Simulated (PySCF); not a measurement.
Isomers of C4H7NOSi, mass 113.030 u with the commonest isotopes. The calculation used CAM-B3LYP/def2-SVPD in PySCF (dipole) on a GFN2-xTB geometry, gas phase. One conformer each, none proved a minimum here; rigid rotors.

Question: Order these by radius of gyration √(Σ m r²/M), largest first.
A. `[CH:1]#[C:2]/[CH:3]=[N:4]\[SiH2:5][O:6][CH3:7]` with C3–N4–Si5–O6 129°, N4–Si5–O6–C7 53°
B. `c1([SiH3])c(cno1)C`
C. `[CH2:1]=[C:2]([SiH3:3])/[CH:4]=[N:5]/[CH:6]=[O:7]` with C1–C2–C4–N5 21°, C4–N5–C6–O7 -82°

Answer: C (2.350 Å), A (2.212 Å), B (1.897 Å).

Question: Order these by rotational constant A, smallest first.
A. `c1(c(onc1)[SiH3])C`
B. `[CH2:1]=[C:2]([SiH3:3])/[CH:4]=[N:5]/[CH:6]=[O:7]` with C1–C2–C4–N5 21°, C4–N5–C6–O7 -82°
C. `[CH:1]#[C:2]/[CH:3]=[N:4]\[SiH2:5][O:6][CH3:7]` with C3–N4–Si5–O6 129°, N4–Si5–O6–C7 53°

Answer: A (3342 MHz), B (5561 MHz), C (6081 MHz).

Question: Order these by dipole moment, smallest first.
A. `Cc1cnoc1[SiH3]`
B. `[CH:1]#[C:2]/[CH:3]=[N:4]\[SiH2:5][O:6][CH3:7]` with C3–N4–Si5–O6 129°, N4–Si5–O6–C7 53°
C. `[CH2:1]=[C:2]([SiH3:3])/[CH:4]=[N:5]/[CH:6]=[O:7]` with C1–C2–C4–N5 21°, C4–N5–C6–O7 -82°

Answer: B (1.50 D), A (3.36 D), C (4.57 D).

```json
{"SMILES": "C#C/C=N\\[SiH2]OC", "point group": "C1", "Ia (u·Å²)": "83.11", "Ib (u·Å²)": "492.80", "Ic (u·Å²)": "529.79", "κ": "-0.97", "μa (D)": "1.47", "μb (D)": "0.32", "μc (D)": "0.06"}
{"SMILES": "Cc1cnoc1[SiH3]", "point group": "–", "Ia (u·Å²)": "151.23", "Ib (u·Å²)": "260.22", "Ic (u·Å²)": "402.46", "κ": "-0.34", "μa (D)": "0.86", "μb (D)": "3.25", "μc (D)": "0.01"}
{"SMILES": "C=C([SiH3])/C=N/C=O", "point group": "C1", "Ia (u·Å²)": "90.88", "Ib (u·Å²)": "545.87", "Ic (u·Å²)": "611.74", "κ": "-0.96", "μa (D)": "3.92", "μb (D)": "1.30", "μc (D)": "1.94"}
```
